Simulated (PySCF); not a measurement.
**H4BrN2Si, SMILES `N[Si](N)Br` (charge 0, multiplicity 2)**

Calculation: PBE-D3(BJ)/def2-TZVP // B3LYP-D3(BJ)/def2-TZVP (PySCF 2.14.0).

The highest occupied spin orbital is -4.51 eV. The dipole moment comes out as 2.71 D, the total energy is -80954.64 eV and the cost comes out as roughly 4 core-minutes.

```xyz
8

N      1.4224     0.2595    -0.1887
Si    -0.2395     0.5978    -0.3938
N     -1.0514    -0.8869    -0.1070
Br    -1.1913     2.0578     1.0911
H      2.1255     0.9244    -0.4681
H      1.7403    -0.3451     0.5562
H     -0.7737    -1.7132    -0.6159
H     -2.0322    -0.8942     0.1261
```
Charge 0, spin multiplicity 2.
